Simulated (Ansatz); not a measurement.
Program: Ansatz 0.2.0.

CH6BNO2 (`OBNCO`) at its PBE0-D4/def2-TZVP geometry, where that method's forces vanish. The species carries charge 0 and has multiplicity 1.

```json
{"atom": "O1", "x (Å)": "1.885", "y (Å)": "0.560", "z (Å)": "0.062"}
{"atom": "B2", "x (Å)": "1.235", "y (Å)": "-0.517", "z (Å)": "0.582"}
{"atom": "N3", "x (Å)": "-0.137", "y (Å)": "-0.763", "z (Å)": "0.323"}
{"atom": "C4", "x (Å)": "-0.932", "y (Å)": "-0.017", "z (Å)": "-0.609"}
{"atom": "O5", "x (Å)": "-0.893", "y (Å)": "1.373", "z (Å)": "-0.362"}
{"atom": "H6", "x (Å)": "1.279", "y (Å)": "1.177", "z (Å)": "-0.367"}
{"atom": "H7", "x (Å)": "1.844", "y (Å)": "-1.272", "z (Å)": "1.284"}
{"atom": "H8", "x (Å)": "-0.592", "y (Å)": "-1.546", "z (Å)": "0.758"}
{"atom": "H9", "x (Å)": "-1.960", "y (Å)": "-0.396", "z (Å)": "-0.587"}
{"atom": "H10", "x (Å)": "-0.557", "y (Å)": "-0.117", "z (Å)": "-1.633"}
{"atom": "H11", "x (Å)": "-1.171", "y (Å)": "1.518", "z (Å)": "0.549"}
```

Task: For each bond, give half the difference of the two atoms' forces along it (eV/Å; positive pushes the atoms apart) under PBE-D4, r2SCAN-D4, B3LYP-D4, ωB97M-V in def2-TZVPP. (An estimate is asked.)

Result: The calculation gave: 
| bond | length (Å) | PBE-D4 | r2SCAN-D4 | B3LYP-D4 | ωB97M-V |
| --- | --- | --- | --- | --- | --- |
| O1–B2 | 1.361 | 0.27 | 0.13 | 0.14 | 0.18 |
| O1–H6 | 0.965 | 0.40 | 0.00 | -0.03 | -0.10 |
| B2–N3 | 1.417 | 0.00 | 0.02 | 0.03 | 0.06 |
| B2–H7 | 1.197 | -0.07 | -0.11 | -0.20 | -0.21 |
| N3–C4 | 1.435 | 0.03 | 0.13 | 0.19 | 0.17 |
| N3–H8 | 1.005 | 0.17 | -0.05 | -0.08 | -0.12 |
| C4–O5 | 1.413 | 0.36 | 0.29 | 0.32 | 0.23 |
| C4–H9 | 1.096 | 0.04 | -0.10 | -0.17 | -0.16 |
| C4–H10 | 1.095 | 0.11 | -0.07 | -0.15 | -0.16 |
| O5–H11 | 0.963 | 0.40 | 0.01 | -0.04 | -0.11 |

B3LYP here is the variant with VWN-RPA as its local correlation; programs differ in this.
